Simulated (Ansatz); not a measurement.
Ansatz (a first-principles code) input (PBE/def2-TZVPD):

Ansatz 0.2 input:
```yaml
crystal:
  periodic: [false, false, false]
  atoms:
    - {symbol: Sn, position_ang: [-0.00000000, -0.00000000, -1.04855623]}
    - {symbol: Br, position_ang: [0.00000000, 0.00000000, 1.49793747]}
basis:
  gaussian:
    orbitals: def2-TZVPD
hamiltonian:
  xc: {name: PBE}
magnetization: {spin_polarized: true, initial_magnetization: 1}
output: {forces: true}
```

End of the output:

```
integrals: 0.04 GiB planned
824 factors; their error is unknown
mean field: 0.37 GiB planned
mean field evaluation 1: about -75867.6536 eV, gradient 9.7e0 eV
mean field evaluation 2: about -75863.1926 eV, gradient 2.7e1 eV
mean field evaluation 4: about -75868.2546 eV, gradient 1.5e0 eV
mean field evaluation 8: about -75868.2585 eV, gradient 1.7e-2 eV
mean field evaluation 16: about -75868.1740 eV, gradient 3.5e0 eV
mean field -75868.25850405 eV, -2788.1070746712 hartree, gradient 1.7e-5 eV, S^2 0.752601; 1 other end points of the search recorded, 0 dependent functions left out
the calculation of the forces begins
reference -75868.25854777 eV, -2788.1070762778 hartree; 29, 28 occupied and 84, 85 virtual orbitals, 824 factors
Total energy: -75868.25854777 eV, -2788.1070762778 hartree
Atom 0 at    -0.000000    -0.000000    -1.048556 Å, force     0.000000     0.000000     0.045393 eV/Å
Atom 1 at     0.000000     0.000000     1.497937 Å, force    -0.000000     0.000000    -0.045393 eV/Å
Dipole moment:     0.000000     0.000000    -0.505150 e Å
```
